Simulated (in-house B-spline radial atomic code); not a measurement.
A radial electron density 4πr²n(r) was computed for an atom or ion in its tabulated ground configuration with a B-spline radial code for spherical atoms; method: Dirac-Hartree-Fock, average of configuration. Columns: r (bohr), 4πr²n(r) (electrons per bohr), bar.

```
0.000744    2.227 #
0.000917    3.167 #
 0.00113     4.48 ##
 0.00139    6.278 ###
 0.00172    8.814 ####
 0.00211    12.09 #####
 0.00261    16.61 #######
 0.00321     22.3 #########
 0.00396    29.56 ############
 0.00488    38.29 ################
 0.00601    48.29 ####################
  0.0074    58.99 ########################
 0.00912    69.41 ############################
  0.0112     77.9 ################################
  0.0139    83.27 ##################################
  0.0171    83.92 ##################################
   0.021    80.61 #################################
  0.0259     75.8 ###############################
  0.0319    74.05 ##############################
  0.0394    79.49 ################################
  0.0485    91.84 #####################################
  0.0598    104.7 ###########################################
  0.0737    108.2 ############################################
  0.0908     98.5 ########################################
   0.112    84.58 ##################################
   0.138    81.72 #################################
    0.17    91.28 #####################################
   0.209    94.46 ######################################
   0.258     75.7 ###############################
   0.318     48.4 ####################
   0.392    37.68 ###############
   0.483    43.35 ##################
   0.595    44.11 ##################
   0.733     32.5 #############
   0.904    19.37 ########
    1.11    12.67 #####
    1.37    9.692 ####
    1.69    6.748 ###
    2.08    3.595 #
    2.57    1.339 #
    3.16   0.3478 
     3.9  0.05658 
     4.8 0.005784 
    5.92 0.0003459
```

Question: Which atom or ion is it?
A. Sm3+
B. Eu2+
C. Sm2+
D. Nd2+

Answer: C. The area under the curve, ∫4πr²n dr = ∫r·4πr²n d(ln r) on this logarithmic grid, is 60 electrons, which only this option has. The configuration is [Xe] 4f6.
